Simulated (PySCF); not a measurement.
4,4-difluorobuta-1,2-diene (C4H4F2), SMILES C=C=CC(F)F.

The structure is a stationary point at r2SCAN-D4/def2-SVP. Other conformers were not sampled.

Calculation: CAM-B3LYP/def2-TZVP run with PySCF.

Symmetry labels are those of the subgroup Cs that the program uses (full group Cs).

Computed valence orbital energies around the gap with their symmetry:
```
orbital  symmetry  energy (eV)
-------  --------  -----------
HOMO−7         A'       -14.57
HOMO−6         A"       -14.53
HOMO−5         A"       -13.72
HOMO−4         A'       -13.44
HOMO−3         A"       -13.03
HOMO−2         A'       -11.68
HOMO−1         A'        -9.66
HOMO           A"        -9.61
LUMO           A"         0.74
LUMO+1         A'         0.81
LUMO+2         A'         2.49
LUMO+3         A'         2.91
```
